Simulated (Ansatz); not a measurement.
Start from `O[Si]1(F)CO1` and change one atom or group to get `F[Si]1([SeH])CO1`.

Ansatz, PBE0-D4/def2-TZVP geometries, multiplicity 1. Each molecule was computed in one conformer, which needn't be the lowest.

Scalar relativity is left out up to krypton. Spin–orbit coupling is left out; it splits and shifts lone-pair levels of the heavy atoms by tenths of an eV.

```json
{"property": "LUMO energy (PBE/def2-TZVPP) / eV", "`O[Si]1(F)CO1`": "-0.95"}
{"property": "size of the dipole moment (PBE/def2-TZVPP) / D", "`O[Si]1(F)CO1`": "2.28"}
{"property": "size of the dipole moment (B3LYP/def2-TZVPP) / D", "`O[Si]1(F)CO1`": "2.41"}
{"property": "LUMO energy (ωB97M-V/def2-TZVPP) / eV", "`O[Si]1(F)CO1`": "1.68"}
{"property": "HOMO energy (ωB97M-V/def2-TZVPP) / eV", "`O[Si]1(F)CO1`": "-10.29"}
{"property": "HOMO energy (PBE0/def2-TZVPP) / eV", "`O[Si]1(F)CO1`": "-7.99"}
```

(1) What does the change do to each property? (An estimate is asked.)

## Answers

(1) Computed: 
| property | `F[Si]1([SeH])CO1` | shift |
| --- | --- | --- |
| LUMO energy (PBE/def2-TZVPP) / eV | -1.49 | -0.54 |
| size of the dipole moment (PBE/def2-TZVPP) / D | 1.81 | -0.47 |
| size of the dipole moment (B3LYP/def2-TZVPP) / D | 1.99 | -0.42 |
| LUMO energy (ωB97M-V/def2-TZVPP) / eV | 1.37 | -0.31 |
| HOMO energy (ωB97M-V/def2-TZVPP) / eV | -9.71 | 0.58 |
| HOMO energy (PBE0/def2-TZVPP) / eV | -7.54 | 0.45 |

With PBE0 the HOMO rises by 0.45 eV and the LUMO falls by 0.61 eV, so the gap narrows by about 1.06 eV. PBE moves the HOMO by 0.25 eV and ωB97M-V by 0.58 eV. Dipoles are sizes alone; their direction can turn.

B3LYP here is the variant with VWN-RPA as its local correlation; programs differ in this.
